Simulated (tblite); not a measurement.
C5H10B2BrP.
Atom-mapped SMILES: `[CH3:1][C@@:2]1([BH:3][PH:4][BH:5][Br:6])[CH:7]=[CH:8][CH2:9]1` (hydrogens: H10, H11, H12 on C1; H13 on B3; H14 on P4; H15 on B5; H16 on C7; H17 on C8; H18, H19 on C9)

Computed with GFN2-xTB (tblite), gas phase: L-BFGS steps from a force-field or distance-geometry start until the largest atomic force falls under 0.01 eV/Å.

Step 148: E = -675.7740 eV
```
atom  x, y, z in Å  |  force x, y, z in eV/Å
C1     -1.9827    0.5914    1.0465    0.033   0.055   0.090
C2     -0.8434    0.2250    0.1093    0.013  -0.155  -0.042
B3      0.6157    0.2356    0.6631   -0.036  -0.208   0.015
P4      2.1688    0.2425   -0.3267   -0.037   0.057  -0.005
B5      3.6743   -0.1173    0.6134    0.088  -0.094   0.138
Br6     3.5496   -1.4272    1.9713    0.053   0.128  -0.096
C7     -0.9811   -1.2476   -0.3147    0.205   0.016  -0.047
C8     -1.2676   -0.9508   -1.5770    0.025   0.097  -0.106
C9     -1.1607    0.5367   -1.3795   -0.033  -0.084  -0.108
H10    -1.7637    0.2475    2.0497    0.028  -0.008   0.179
H11    -2.1345    1.6670    1.0738   -0.047   0.033  -0.007
H12    -2.8912    0.0926    0.7182   -0.144   0.157  -0.031
H13     0.7647   -0.1484    1.7599   -0.069  -0.037   0.133
H14     2.3699    1.3469   -1.1089   -0.085   0.014  -0.145
H15     4.7357    0.2900    0.3350    0.012   0.006  -0.001
H16    -0.8666   -2.1450    0.2610   -0.064  -0.090  -0.016
H17    -1.5355   -1.5303   -2.4479    0.074   0.049   0.120
H18    -0.3635    1.0310   -1.9349   -0.017  -0.020  -0.006
H19    -2.0981    1.0697   -1.5191    0.001   0.085  -0.065
```

Step 149: E = -675.7748 eV
```
atom  x, y, z in Å  |  force x, y, z in eV/Å
C1     -1.9722    0.5744    1.0507    0.015   0.021   0.116
C2     -0.8373    0.2161    0.1006   -0.069  -0.139  -0.017
B3      0.6218    0.2260    0.6585   -0.009  -0.309   0.041
P4      2.1837    0.2100   -0.2982    0.109   0.486  -0.376
B5      3.6981   -0.0869    0.6564   -0.032  -0.111   0.093
Br6     3.6060   -1.3403    2.0722    0.027   0.183  -0.137
C7     -1.0121   -1.2462   -0.3391    0.243   0.008  -0.063
C8     -1.3111   -0.9304   -1.5940    0.050   0.113  -0.023
C9     -1.1655    0.5513   -1.3817   -0.014  -0.034  -0.116
H10    -1.7521    0.2042    2.0466    0.027   0.030   0.119
H11    -2.1218    1.6503    1.1033   -0.031  -0.003  -0.013
H12    -2.8841    0.0824    0.7161   -0.107   0.204  -0.018
H13     0.7747   -0.1812    1.7485   -0.116   0.010   0.129
H14     2.3763    1.2478   -1.2176   -0.129  -0.427   0.293
H15     4.7480    0.3250    0.3541    0.079   0.025  -0.019
H16    -0.9033   -2.1453    0.2353   -0.080  -0.109  -0.055
H17    -1.6072   -1.4860   -2.4685    0.067  -0.017   0.081
H18    -0.3610    1.0293   -1.9429   -0.045  -0.023   0.017
H19    -2.0909    1.1090   -1.5077    0.016   0.091  -0.051
```

Step 150: E = -675.7896 eV
```
atom  x, y, z in Å  |  force x, y, z in eV/Å
C1     -1.9815    0.5814    1.0512   -0.037  -0.015   0.041
C2     -0.8413    0.2122    0.1102   -0.073   0.003   0.026
B3      0.6126    0.2327    0.6744    0.053  -0.238   0.008
P4      2.1651    0.2322   -0.3065   -0.004   0.220  -0.148
B5      3.6786   -0.0995    0.6307    0.050  -0.001  -0.034
Br6     3.5732   -1.3844    1.9953    0.034  -0.007   0.087
C7     -0.9886   -1.2509   -0.3268    0.150  -0.031  -0.064
C8     -1.2768   -0.9392   -1.5863    0.032  -0.004   0.081
C9     -1.1531    0.5397   -1.3787   -0.009   0.072  -0.048
H10    -1.7750    0.2193    2.0531    0.029   0.000   0.091
H11    -2.1225    1.6582    1.0955   -0.019   0.027  -0.018
H12    -2.8990    0.1018    0.7086   -0.046   0.181   0.009
H13     0.7702   -0.1497    1.7721   -0.105  -0.018   0.112
H14     2.3599    1.2868   -1.1729   -0.113  -0.140   0.022
H15     4.7319    0.3050    0.3308    0.092   0.047  -0.023
H16    -0.8803   -2.1489    0.2508   -0.068  -0.086  -0.070
H17    -1.5582   -1.5009   -2.4570    0.048  -0.082  -0.041
H18    -0.3459    1.0211   -1.9320   -0.017   0.002   0.018
H19    -2.0791    1.0926   -1.5200    0.002   0.071  -0.048
```

**Question.** Estimate the geometry and energy of step 151. (The exact step hangs on the optimiser's Hessian estimate; all steps are aligned on step 150, rigid shifts and turns removed.)

**Answer.** E = -675.7949 eV, largest force 0.434 eV/Å
```
atom  x, y, z in Å  |  force x, y, z in eV/Å
C1     -1.9684    0.5711    1.0547   -0.071  -0.084  -0.004
C2     -0.8329    0.1923    0.1074   -0.162  -0.123  -0.101
B3      0.6168    0.2120    0.6807    0.081  -0.195  -0.033
P4      2.1647    0.2225   -0.3063    0.167  -0.223   0.333
B5      3.6920   -0.0778    0.6425   -0.132  -0.070  -0.018
Br6     3.6181   -1.3311    2.0552    0.013   0.162  -0.122
C7     -1.0094   -1.2675   -0.3529    0.062   0.091  -0.054
C8     -1.3122   -0.9360   -1.6055   -0.027   0.055   0.100
C9     -1.1437    0.5429   -1.3816   -0.138   0.031  -0.031
H10    -1.7589    0.2177    2.0616   -0.004  -0.007  -0.009
H11    -2.1082    1.6472    1.0923    0.017   0.075  -0.018
H12    -2.8927    0.1002    0.7125    0.013   0.159   0.065
H13     0.7762   -0.1429    1.7865   -0.104  -0.051   0.101
H14     2.3383    1.2526   -1.1730   -0.038   0.194  -0.262
H15     4.7384    0.3332    0.3264    0.071   0.036  -0.012
H16    -0.9240   -2.1760    0.2165   -0.044  -0.012  -0.114
H17    -1.6362   -1.4875   -2.4779    0.167   0.076   0.162
H18    -0.3145    0.9968   -1.9295   -0.090  -0.008   0.033
H19    -2.0530    1.1399   -1.5170    0.220  -0.105  -0.017
```

The energy changes by -0.0054 eV. The first-order estimate −F·Δx gives -0.0221 eV and the mean of the old and new forces, exact on a quadratic surface, -0.0047 eV. The step makes an angle of 78° with the force vector and moves no atom by more than 0.092 Å.

The cost below is that of the whole relaxation. Time: 4.9 s of wall time. Hardware: an Arm Neoverse N1 with one thread, shared host with 64 logical CPUs at a one-minute load of 61.
